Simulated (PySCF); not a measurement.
C₂H₃O₂, SMILES CO[C]=O, multiplicity 2.

Geometry: PBE-D3(BJ)/def2-SVP. The isomer is the one that the SMILES or the coordinates give; other isomers of the formula were not compared. One conformer was computed; it need not be the lowest.

Computed with PySCF with PBE-D3(BJ)/def2-SVP.

Harmonic, unscaled wavenumbers; measured fundamentals usually lie a few per cent lower.

Computed vibrational spectrum:
```csv
mode,ν (cm⁻¹),IR (km/mol),moving atoms (share of kinetic energy)
1,75,0.1,H 92 %
2,259,8.0,"O 48 %, C 33 %, H 19 %"
3,387,2.9,"C 58 %, O 36 %"
4,742,2.3,"O 57 %, C 31 %, H 12 %"
5,869,23.0,"C 57 %, O 38 %"
6,1098,0.3,"H 77 %, C 17 %"
7,1115,42.1,"C 44 %, H 43 %, O 13 %"
8,1150,82.0,"O 43 %, H 30 %, C 28 %"
9,1383,1.1,"H 83 %, C 11 %"
10,1402,11.0,H 96 %
11,1409,10.4,H 96 %
12,1831,269.1,"C 61 %, O 38 %"
13,2985,12.9,H 98 %
14,3086,9.6,"H 90 %, C 10 %"
15,3130,3.7,"H 90 %, C 10 %"
```
